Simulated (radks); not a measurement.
Spherical jellium clusters: N electrons in a uniform positive sphere of charge N and radius rs N^(1/3), rs = 2.97 bohr. Level of theory: non-relativistic Kohn-Sham, LDA (Slater exchange, Perdew-Wang correlation), spin-polarised, spherical densities (a radial shooting solver with Libxc functionals). Levels are named by radial order and angular momentum (1s, 1p, 1d, 2s, ...), and open shells are averaged over m. Each electron was tried in the lowest free levels, single moves between levels near the top were tried too, and the lowest total energy was kept; such a search can miss a lower state. Energies include the self-energy of the background; IP and EA are vertical (highest electron removed, lowest free level filled), at fixed background; spill-out counts the electrons outside the background radius R, and alpha is the static dipole polarisability from linear response (closed shells only). A dash means not computed or, for alpha, an open shell; in EA it means that no bound solution was reached, which is typical of self-interaction and does not show that the anion is unstable. Real open-shell clusters deform, which this model forbids.

\begin{tabular}{lrrrrrrrr}
N & open shells & 2S & E/N (eV) & E(N+1) + E(N-1) - 2E(N) (eV) & EA (eV) & -e(HOMO) (eV) & spill-out (e) & alpha/R^3 \\ \hline
1 & 1s(up 1, down 0) & 1 & -0.826 & - & - & 3.587 & 0.49 & - \\
2 & none & 0 & -1.481 & 1.755 & - & 4.011 & 0.69 & 1.944 \\
3 & 1p(up 1, down 0) & 1 & -1.114 & -0.855 & - & 2.322 & 1.06 & - \\
4 & 1p(up 2, down 0) & 2 & -1.145 & -0.691 & - & 3.074 & 1.29 & - \\
5 & 1p(up 3, down 0) & 3 & -1.301 & 0.335 & - & 3.582 & 1.45 & - \\
6 & 1p(up 3, down 1) & 2 & -1.350 & -0.561 & - & 3.263 & 1.61 & - \\
7 & 1p(up 3, down 2) & 1 & -1.464 & -0.420 & 1.933 & 3.704 & 1.75 & - \\
8 & none & 0 & -1.603 & 2.000 & - & 4.027 & 1.86 & 1.631 \\
9 & 1d(up 1, down 0) & 1 & -1.489 & -0.383 & - & 2.154 & 2.09 & - \\
10 & 1d(up 2, down 0) & 2 & -1.435 & -0.345 & - & 2.551 & 2.27 & - \\
11 & 1d(up 3, down 0) & 3 & -1.423 & -0.306 & - & 2.873 & 2.42 & - \\
12 & 1d(up 4, down 0) & 4 & -1.438 & -0.269 & 1.597 & 3.142 & 2.55 & - \\
13 & 1d(up 5, down 0) & 5 & -1.472 & 0.426 & - & 3.370 & 2.66 & - \\
14 & 1d(up 5, down 0) 2s(up 1, down 0) & 6 & -1.470 & -0.261 & 1.494 & 3.008 & 2.94 & - \\
15 & 1d(up 5, down 2) & 3 & -1.486 & -0.250 & 1.748 & 3.212 & 2.91 & - \\
16 & 1d(up 5, down 3) & 2 & -1.516 & -0.213 & 1.966 & 3.425 & 3.01 & - \\
17 & 1d(up 5, down 4) & 1 & -1.555 & -0.188 & 2.157 & 3.608 & 3.11 & - \\
18 & none & 0 & -1.600 & 0.257 & 1.975 & 3.769 & 3.20 & 1.480 \\
19 & 2s(up 1, down 0) & 1 & -1.626 & 0.215 & 1.861 & 3.519 & 3.39 & - \\
20 & none & 0 & -1.640 & 1.009 & - & 3.369 & 3.62 & 1.529 \\
21 & 1f(up 1, down 0) & 1 & -1.604 & -0.196 & - & 2.421 & 3.75 & - \\
22 & 1f(up 2, down 0) & 2 & -1.580 & -0.182 & - & 2.608 & 3.86 & - \\
23 & 1f(up 3, down 0) & 3 & -1.566 & -0.169 & 1.461 & 2.776 & 3.97 & - \\
24 & 1f(up 4, down 0) & 4 & -1.560 & -0.157 & 1.618 & 2.928 & 4.06 & - \\
25 & 1f(up 5, down 0) & 5 & -1.561 & -0.146 & 1.763 & 3.066 & 4.15 & - \\
26 & 1f(up 6, down 0) & 6 & -1.567 & -0.136 & 1.895 & 3.192 & 4.23 & - \\
27 & 1f(up 7, down 0) & 7 & -1.579 & 0.397 & 1.510 & 3.308 & 4.31 & - \\
28 & 1f(up 7, down 1) & 6 & -1.575 & -0.148 & 1.665 & 2.920 & 4.40 & - \\
29 & 1f(up 7, down 2) & 5 & -1.576 & -0.137 & 1.807 & 3.056 & 4.48 & - \\
30 & 1f(up 7, down 3) & 4 & -1.582 & -0.127 & 1.937 & 3.181 & 4.56 & - \\
31 & 1f(up 7, down 4) & 3 & -1.592 & -0.118 & 2.057 & 3.296 & 4.64 & - \\
32 & 1f(up 7, down 5) & 2 & -1.604 & -0.110 & 2.169 & 3.401 & 4.72 & - \\
33 & 1f(up 7, down 6) & 1 & -1.620 & -0.103 & 2.273 & 3.499 & 4.79 & - \\
34 & none & 0 & -1.637 & 0.483 & 1.849 & 3.589 & 4.86 & 1.376 \\
35 & 2p(up 1, down 0) & 1 & -1.640 & -0.062 & 1.964 & 3.133 & 5.05 & - \\
36 & 2p(up 2, down 0) & 2 & -1.644 & -0.052 & 2.065 & 3.228 & 5.24 & - \\
37 & 2p(up 3, down 0) & 3 & -1.649 & 0.258 & 1.872 & 3.311 & 5.42 & - \\
38 & 2p(up 3, down 1) & 2 & -1.648 & -0.061 & 1.990 & 3.110 & 5.63 & - \\
39 & 2p(up 3, down 2) & 1 & -1.648 & -0.052 & 2.096 & 3.211 & 5.84 & - \\
40 & none & 0 & -1.649 & - & 1.591 & 3.300 & 6.04 & 1.473 \\
\end{tabular}

All shells are closed at N = 2, 8, 18, 20, 34, 40 (there: 1s2 1p6 1d10 2s2 1f14 2p6); the second difference of the energy has clear peaks (12 % above both neighbours; the first and last values, which can be the largest, are not judged, and half-filled shells can peak too) at N = 5, 8, 13, 18, 20, 27, 34, 37.
